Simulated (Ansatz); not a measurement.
Consider the formal exchange of groups at a C–Si bond: `CN[SiH2]CN` + `[F][ZnH]` → `N[CH2][Zn][F]` + `CN[SiH3]`.

Computed with Ansatz on PBE0-D4/def2-TZVP structures; ΔE is electronic, products minus reactants. CCSD(T)/CBS adds triple-zeta CCSD(T) − MP2 to the extrapolated MP2 energy (def2 sets, frozen cores). Functionals use def2-TZVPP. B3LYP here is the variant with VWN-RPA as its local correlation; programs differ in this. For Zn outer-core shells are correlated without core-valence functions, which leaves a few kJ/mol of doubt a bond. Scalar relativity is left out up to krypton. Each species was taken in one conformer, which may not be the lowest.

`CN[SiH2]CN`:

```xyz
15

C     2.003   -0.354   -0.365
N     0.799   -1.103   -0.069
Si   -0.429   -0.570    1.011
C    -1.680    0.536    0.140
N    -0.944    1.467   -0.713
H     2.859   -0.657    0.252
H     2.292   -0.458   -1.416
H     1.828    0.708   -0.183
H     0.882   -2.091   -0.238
H     0.169    0.208    2.134
H    -1.112   -1.785    1.540
H    -2.215    1.102    0.910
H    -2.434   -0.069   -0.388
H    -1.567    2.113   -1.181
H    -0.451    0.954   -1.433
```

`[F][ZnH]`:

Z-matrix (Å, degrees):
```
Zn
F 1 1.750
H 1 1.507 2 180.0
```

`N[CH2][Zn][F]`:

Cartesian coordinates in Å:
```
N 0.145 -1.143 0.514
C 0.516 0.116 -0.126
Zn -0.982 1.344 -0.155
F -2.342 2.454 -0.174
H -0.519 -1.660 -0.047
H 0.956 -1.740 0.629
H 1.275 0.609 0.490
H 0.949 0.019 -1.132
```

`CN[SiH3]`:

Z-matrix (Å, degrees):
```
C
N 1 1.447
H 1 1.093 2 109.5
H 1 1.094 2 110.9 3 -117.8
H 1 1.098 2 113.8 3 120.2
Si 2 1.716 1 123.0 3 -36.9
H 2 1.007 1 113.6 3 170.5
H 6 1.486 2 107.4 1 175.3
H 6 1.488 2 108.6 1 55.3
H 6 1.496 2 115.3 1 -64.3
```

Task: Is it downhill or uphill in electronic energy at CCSD(T)/CBS, and by how much? (An estimate is asked.)

Result: Computed: Uphill: ΔE = +0.24 eV.

Task: What do these levels give: PBE-D4, r2SCAN-D4, PBE0-D4, ωB97X-V, ωB97M-V, B3LYP, HF/def2-TZVPP, HF/def2-QZVPP, MP2/def2-QZVPP, SCS-MP2/def2-QZVPP, HF/CBS(def2), CCSD/CBS(def2)? (An estimate is asked.)

Result: Computed: PBE-D4 0.24, r2SCAN-D4 0.27, PBE0-D4 0.28, ωB97X-V 0.29, ωB97M-V 0.31, B3LYP 0.17, HF/def2-TZVPP 0.28, HF/def2-QZVPP 0.27, MP2/def2-QZVPP 0.21, SCS-MP2/def2-QZVPP 0.21, HF/CBS(def2) 0.27, CCSD/CBS(def2) 0.24 eV.

Largest T1 diagnostic among the species: 0.018.

From PBE to PBE0 (25 % exact exchange), in def2-TZVPP and without D4, ΔE moves by +0.05 eV. The D4 term adds +0.09 eV with B3LYP and +0.05 eV with PBE0; it sums over pairs of atoms, weighted by their polarisabilities, and B3LYP, whose exchange is more repulsive, gets the larger term.
